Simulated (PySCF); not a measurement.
A small calculation by hand: chemical shift, span and skew from a shielding tensor

FHSSe, SMILES S[Se]F. Atoms are numbered in the order given.

```xyz
4

Se     0.2031     0.1968     0.5429
F      1.3528     0.8955    -0.6014
S     -1.1596    -0.7978    -0.7610
H     -0.5288    -1.9851    -0.8710
```
Charge 0, spin multiplicity 1.

The structure is a stationary point at PBE0-D3(BJ)/def2-TZVP. One conformer was computed; it need not be the lowest.

GIAO shieldings from PBE0/pcSseg-2 (PySCF), non-relativistic, no solvent. The symmetric part of the tensor of Se1 has the principal values -2071.1, -145.8, 1816.2 ppm. The same nucleus in Me2Se has σ = 1739.2 ppm at this level (PySCF, at its B3LYP-D3(BJ)/def2-TZVP geometry).

**Question.** Work out the isotropic shielding, the ⁷⁷Se shift against Me2Se, the span and the skew.

**Answer.** 
σ(iso) = (σ11 + σ22 + σ33)/3 = -133.6 ppm. δ = σ(ref) − σ(iso) = 1739.2 − (-133.6) = 1872.8 ppm.
Span Ω = σ33 − σ11 = 3887.3 ppm. Skew κ = 3(σ(iso) − σ22)/Ω = 0.01. Tumbling in solution averages the tensor to δ; in a static solid the shielding alone would spread this spin-1/2 line over Ω.
